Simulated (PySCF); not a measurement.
r²SCAN beside CCSD(T) along the fifth-period p block: bonds to Sn

r²SCAN and CCSD(T) in PySCF with def2-SVP on every atom (core potentials on In, Sn, Sb, Te, I), for the lowest determinant that a PBE0 search found; no spin–orbit coupling.

| molecule | state (unpaired electrons) | r²SCAN Re (Å) | r²SCAN ωe (cm⁻¹) | r²SCAN De (eV) | CCSD(T) Re (Å) | CCSD(T) ωe (cm⁻¹) | CCSD(T) De (eV) |
| --- | --- | --- | --- | --- | --- | --- | --- |
| InSn | quartet (σ ↑, π ↑↑) | 2.843 | 148 | 2.15 | 2.874 | 150 | 1.79 |
| Sn2 | triplet (π ↑↑) | 2.772 | 191 | 2.45 | ? | ? | ? |
| SnSb | doublet (π ↑) | 2.646 | 222 | 2.31 | 2.689 | 212 | 1.77 |
| SnTe | singlet (closed shell) | 2.543 | 263 | 4.05 | 2.572 | 253 | 3.61 |
| SnI | doublet (π ↑) | 2.739 | 195 | 3.10 | 2.758 | 194 | 2.59 |

Estimate the CCSD(T) values of Sn2 by adding the mean shift from r²SCAN to CCSD(T) of the other rows, and compare with the calculation.

The mean shifts are +3.1 pm, -5 cm⁻¹ and -0.46 eV, which give 2.802 Å, 186 cm⁻¹ and 1.99 eV. CCSD(T)/def2-SVP gives Re = 2.795 Å, ωe = 188 cm⁻¹, De = 1.93 eV.

What are the mean differences of r²SCAN from CCSD(T) over the whole series?

Re -2.9 pm, ωe +4 cm⁻¹, De +0.47 eV.

In a basis of this size CCSD(T) is itself not converged; it tends to give bonds that are too long and too weak.

Correlated steps freeze 8 core orbitals. Correlated levels converge slowly with the basis: in double zeta they bind strong bonds too weakly, by up to about 1 eV, and carry superposition errors of some tenths. These are scalar-relativistic numbers at best; spin–orbit coupling would shift them, the dissociation energy most. Where the molecule has an RHF reference, its open-shell atoms are computed with UHF. The CCSD T1 diagnostic is raised in SnTe, a sign that a single reference may not be enough there. States were picked by a PBE0 search and need not be the measured ground states.
